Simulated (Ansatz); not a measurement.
Coupled-cluster diagnostics for MoO₂, Ansatz.

Geometry of the singlet (r2SCAN-D4/def2-TZVP):

```xyz
3

Mo   -0.0608    0.2602   -0.6304
O     0.6067    0.9883    0.7212
O    -0.5459   -1.2485   -0.0908
```

In the def2 sets Mo takes a core potential; there is no spin–orbit coupling. Correlated methods freeze 2 core orbitals; core or outer-core shells of Mo are correlated, in sets that lack core-valence functions. In CCSD on the charge 0 quintet the largest single amplitude is 0.40, so its Hartree–Fock determinant may place the open shell otherwise than the density functionals do. The geometry of the singlet was relaxed on an unsound state (restricted singlet, unstable towards broken spin symmetry). The structure comes from a short search, and lower isomers may exist.

Geometry of the charge 0 triplet (r2SCAN-D4/def2-TZVP):

```xyz
3

Mo   -0.232    0.041    0.574
O     0.828   -1.185    0.083
O    -0.597    1.144   -0.658
```

Geometry of the charge 0 quintet (r2SCAN-D4/def2-TZVP):

```xyz
3

Mo    0.059    0.193   -0.149
O    -1.669    0.388    0.053
O     1.610   -0.581    0.096
```

(1) Estimate the CCSD(T) correlation energy, the shares of MP2 and (T), T1 and the reference's ⟨S²⟩ for: charge 0, singlet, own geometry in def2-TZVPP; charge 0, singlet, own geometry in def2-TZVPD; charge 0, triplet, own geometry in def2-TZVPP; charge 0, quintet, own geometry in def2-TZVPP; charge 1, doublet, vertical in def2-TZVPP; charge -1, doublet, vertical in def2-TZVPD; and the rough time on 4 threads of Arm Neoverse V1 on a shared host.

## Answers

(1) 
```
                          state       basis  correlation (eV)  MP2 share (%)  (T) share (%)     T1  ⟨S²⟩ (pure)  wall time                                                                  remarks
charge 0, singlet, own geometry  def2-TZVPP           -28.754           99.6            7.0  0.088  0.00 (0.00)        6 s                                large T1 (0.088), restricted SCF unstable
charge 0, singlet, own geometry  def2-TZVPD           -26.741          100.0            7.2  0.104  0.00 (0.00)      4.8 s                                large T1 (0.104), restricted SCF unstable
charge 0, triplet, own geometry  def2-TZVPP           -27.489           99.9            6.2  0.038  2.11 (2.00)       16 s                                                                        –
charge 0, quintet, own geometry  def2-TZVPP           -25.591           92.2            5.9  0.085  6.40 (6.00)       18 s  flagged by the program, large T1 (0.085), spin-contaminated (⟨S²⟩ 6.40)
    charge 1, doublet, vertical  def2-TZVPP           -26.676           88.7            6.3  0.096  2.01 (0.75)       15 s  flagged by the program, large T1 (0.096), spin-contaminated (⟨S²⟩ 2.01)
   charge -1, doublet, vertical  def2-TZVPD           -25.792           99.4            6.1  0.051  1.63 (0.75)       12 s  flagged by the program, large T1 (0.051), spin-contaminated (⟨S²⟩ 1.63)
```
Customary marks for T1 are 0.02 (closed shells), 0.045 (open shells) and about 0.05 (3d metals). T1 exceeds 0.02 in 6 of 6 rows and 0.045 in 5; the higher it lies, the less the single-reference result can be trusted.
